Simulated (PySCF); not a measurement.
C₅H₁₂P₂.
Numbering: `[PH2:1][P:2]1[CH2:3][CH2:4][CH2:5][CH2:6][CH2:7]1`

Cartesian coordinates in Å at the GFN2-xTB level; atoms count from 1:
```
atom  x, y, z in Å
P1     1.904   -0.980    1.244
P2     1.235   -0.823   -0.823
C3    -0.522   -1.399   -0.614
C4    -1.334   -0.640    0.430
C5    -1.426    0.850    0.118
C6    -0.060    1.526    0.179
C7     0.891    1.004   -0.892
H8     3.196   -0.586    0.899
H9     2.221   -2.327    1.081
H10   -0.488   -2.465   -0.367
H11   -0.995   -1.306   -1.597
H12   -2.340   -1.068    0.468
H13   -0.877   -0.775    1.415
H14   -2.094    1.326    0.838
H15   -1.855    0.986   -0.879
H16   -0.182    2.604    0.043
H17    0.381    1.362    1.168
H18    1.855    1.520   -0.829
H19    0.480    1.201   -1.888
```

NICS = −σ at a ghost point: NICS(0) at the centroid of the ring atoms, NICS(1) 1 Å to either side along the normal of their mean plane, zz for the tensor component along that normal. Level: GIAO PBE0/pcSseg-1 (PySCF, non-relativistic, gas phase) on the GFN2-xTB geometry, one conformer.

Ring bond lengths (Å), with Mayer bond orders in brackets: P2–C3 1.861 (0.95), C3–C4 1.524 (1.01), C4–C5 1.525 (1.03), C5–C6 1.525 (1.03), C6–C7 1.524 (1.01), C7–P2 1.861 (0.95).

Question: What do the NICS probes read (ppm)?

Answer: 
| ring | type | NICS(0) | NICS(1), two faces | NICS(1)zz, two faces | rms pucker (Å) | centre to ring atoms, mean (Å) |
| --- | --- | --- | --- | --- | --- | --- |
| P2–C3–C4–C5–C6–C7 | 6-membered ring with P; formal bonds all single | -0.9 | -1.7 / -1.0 | 3.6 / 3.8 | 0.25 | 1.57 |

Question: What do they say, and how far can they be read as aromaticity?

Answer: 
- P2–C3–C4–C5–C6–C7: mean NICS(1)zz 3.7 ppm, deshielded. C3, C4, C5, C6, C7 have four or more neighbours, and the NICS criterion for π rings isn't applied.

Question: At the first NICS(1) probe listed for ring P2–C3–C4–C5–C6–C7, 1 Å off the ring, how large is the induced field along the normal in 7.05 T applied along it?

Answer: NICSzz × B0 = 3.6 ppm × 7.05 T = 25 μT, along the applied field.

Question: Give the inner angles of the rings and the Hirshfeld charges of the ring atoms.

Answer: 
- P2–C3–C4–C5–C6–C7: P2 97.7° (+0.088 e), C3 115.2° (-0.117 e), C4 112.2° (-0.074 e), C5 111.8° (-0.069 e), C6 112.2° (-0.074 e), C7 115.2° (-0.117 e); sum 664.2° against 720° for a flat convex ring.

Question: How shielded are the nuclei of the rings and their hydrogens (means over atoms taken as equivalent)?

Answer: 
```json
{"atoms": "P2", "environment": "three-coordinate phosphorus", "σ isotropic (ppm)": "391.8", "principal values of the symmetric part, first atom (ppm)": "338.4, 405.8, 431.2"}
{"atoms": "C3 (×2)", "environment": "sp3 carbon bound to phosphorus", "σ isotropic (ppm)": "160.2", "principal values of the symmetric part, first atom (ppm)": "149.6, 164.2, 167.1"}
{"atoms": "C4 (×2)", "environment": "ring CH2 carbon", "σ isotropic (ppm)": "162.9", "principal values of the symmetric part, first atom (ppm)": "154.2, 164.0, 170.5"}
{"atoms": "C5", "environment": "ring CH2 carbon", "σ isotropic (ppm)": "154.4", "principal values of the symmetric part, first atom (ppm)": "148.8, 154.8, 159.6"}
{"atoms": "H10 (×4)", "environment": "methylene hydrogen", "σ isotropic (ppm)": "30.09", "principal values of the symmetric part, first atom (ppm)": "25.6, 27.9, 37.3"}
{"atoms": "H12 (×4)", "environment": "methylene hydrogen", "σ isotropic (ppm)": "29.64", "principal values of the symmetric part, first atom (ppm)": "24.5, 28.0, 37.6"}
{"atoms": "H14 (×2)", "environment": "methylene hydrogen", "σ isotropic (ppm)": "30.19", "principal values of the symmetric part, first atom (ppm)": "25.0, 27.7, 36.9"}
```
